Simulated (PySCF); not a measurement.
Electrostatic solvation of a mixed set.

All values: CAM-B3LYP/def2-SVPD (PySCF, non-relativistic), each on one gas-phase PBE0-D3(BJ)/def2-SVP geometry that isn't relaxed in the solvent. The solvent is an IEF-PCM continuum (cavity from Bondi-type radii × 1.2). Specific hydrogen bonds and non-electrostatic terms are outside this model.

Problem. Order them by E(solvent) − E(gas) in benzene (ε = 2.271), most negative first (kcal/mol).
A. `CC#CC#CC1CC1` (1-cyclopropylpenta-1,3-diyne)
B. `[O:1]=[S:2]1(=[O:3])[CH:4]=[CH:5][CH2:6][CH2:7]1` with O1–S2–C4–C5 -99°, C4–C5–C6–C7 -15°, C5–C6–C7–S2 22°, O1–S2–C7–C6 91°
C. `[CH2:1]=[CH:2][CH2:3][O:4][S:5]([CH3:6])(=[O:7])=[O:8]` with C1–C2–C3–O4 -116°, C2–C3–O4–S5 69°, C3–O4–S5–C6 152° (allyl methanesulfonate)
D. TMS-CHClF, `[C@H](F)([Si](C)(C)C)Cl`

Solution. B (-5.7), C (-4.5), A (-2.1), D (-1.7).

```json
{"SMILES": "O=S1(=O)C=CCC1", "charge": "0", "ΔE (kcal/mol)": "-5.7", "polarisation term (kcal/mol)": "-6.3", "HOMO shift (eV)": "+0.06", "dipole gas (D)": "5.77", "dipole solvent (D)": "6.64", "atoms": "13", "lowest singlet, gas (eV)": "6.30", "lowest singlet, solvent (eV)": "6.46"}
{"SMILES": "C=CCOS(C)(=O)=O", "charge": "0", "ΔE (kcal/mol)": "-4.5", "polarisation term (kcal/mol)": "-4.8", "HOMO shift (eV)": "+0.05", "dipole gas (D)": "2.94", "dipole solvent (D)": "3.39", "atoms": "16", "lowest singlet, gas (eV)": "7.29", "lowest singlet, solvent (eV)": "7.13"}
{"SMILES": "CC#CC#CC1CC1", "charge": "0", "ΔE (kcal/mol)": "-2.1", "polarisation term (kcal/mol)": "-2.2", "HOMO shift (eV)": "-0.08", "dipole gas (D)": "0.30", "dipole solvent (D)": "0.35", "atoms": "16", "lowest singlet, gas (eV)": "4.48", "lowest singlet, solvent (eV)": "4.49"}
{"SMILES": "C[Si](C)(C)[C@H](F)Cl", "charge": "0", "ΔE (kcal/mol)": "-1.7", "polarisation term (kcal/mol)": "-1.8", "HOMO shift (eV)": "+0.02", "dipole gas (D)": "2.56", "dipole solvent (D)": "2.90", "atoms": "17", "lowest singlet, gas (eV)": "6.83", "lowest singlet, solvent (eV)": "6.82"}
```

The polarisation term is half the interaction of the solute with the induced surface charges. Singlets are vertical TDDFT energies (frozen core, non-equilibrium response), the lowest in each medium.
